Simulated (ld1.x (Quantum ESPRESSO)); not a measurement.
## What one change does to a pseudopotential (gold, TM)

* Element: Au
* Generator: ld1.x (Quantum ESPRESSO) 7.5
* Type: norm-conserving Troullier–Martins (Kleinman–Bylander form)
* Functional: PBEsol
* Relativity: scalar-relativistic
* Frozen core: [Xe]
* Valence charge: 25
* Reference configuration: 4f14 5d10 6s1 6p0
* Partial waves: 6s (bound): rc 2.50 bohr; 6p (bound, empty): rc 2.60 bohr; 5d (bound): rc 1.40 bohr; 4f (bound): rc 0.65 bohr
* Local potential: all-electron potential smoothed inside 1.20 bohr (lloc = -1)
* Core correction: Bessel-smoothed model core inside 0.60 bohr

Change: local potential the f channel.

Cutoffs: the cutoffs (Ry, on a coarse ladder) from which the occupation-weighted sum of valence levels, in a spherical-Bessel basis at the reference potential, stays within 10 and 1 mRy of its value at 400 Ry; they do not see the model core or the augmentation charge, which bear on the density cutoff. Errors are all-electron minus pseudo energies relative to the spin-unpolarised reference configuration.

**Question.** What does the change do?

**Answer.** The bound ghosts move from s to d, s; the p channel binds one level more than in the base; of the 6 tests that both files solve, the error grows in 1 and shrinks in 0 by more than 15 % and 0.3 meV (median size 21.4 → 23.3 meV); the range in which the f phases agree widens (upper end 1.5 → at the end of the scan). In the separable form a ghost depends on how the local part lies against the semilocal potential of the channel, so the choice of the local part can create or remove one.

```tsv
quantity	base	changed
bound ghosts	s	s, d
tests counted (converged, no solver errors)	6 of 7	6 of 7
error for 4f14 5d10 6s0 6p0, meV [ΔE 9.44 eV]	-16	-16
error for 4f14 5d9 6s0 6p0, meV [ΔE 30.68 eV]	-31	-31
error for 4f14 5d8 6s0 6p0, meV [ΔE 64.58 eV]	-150	-151
error for 4f14 5d9 6s2 6p0, meV [ΔE 1.67 eV]	-27	-42
error for 4f14 5d10 6s0.5 6p0, meV [ΔE 3.79 eV]	-4.0	-4.2
error for 4f14 5d10 6s0 6p1, meV [ΔE 5.34 eV]	-4.7	-4.4
s: phases at 2.86 bohr within 0.05 rad from the reference energy up to (Ry; the scan ends near 5)	n/a	n/a
p: phases at 2.86 bohr within 0.05 rad from the reference energy up to (Ry; the scan ends near 5)	1.9	0.9
d: phases at 2.86 bohr within 0.05 rad from the reference energy up to (Ry; the scan ends near 5)	to the end of the scan	to the end of the scan
f: phases at 2.86 bohr within 0.05 rad from the reference energy up to (Ry; the scan ends near 5)	1.5	to the end of the scan
```

Base: Tests not counted: 4f13 5d10 6s1 6p0 (solver errors, printed error -5.9 eV). These tests converged, but a pseudo level misses the all-electron one widely, so the file describes the atom poorly there or has found another state: 4f14 5d9 6s0 6p0: empty 6p by 4.3 eV (a node warning on the way); 4f14 5d8 6s0 6p0: empty 6s by 5.9 eV. Changed file: Tests not counted: 4f13 5d10 6s1 6p0 (solver errors, printed error -7557 eV). These tests converged, but a pseudo level misses the all-electron one widely, so the file describes the atom poorly there or has found another state: 4f14 5d8 6s0 6p0: empty 6s by 6.2 eV. A true bound ghost makes a file unfit for plane-wave use even where its test errors are small: the radial tests pick states by their node count and pass the ghost by. Where a test does run into it, the solver fails or the error is huge.
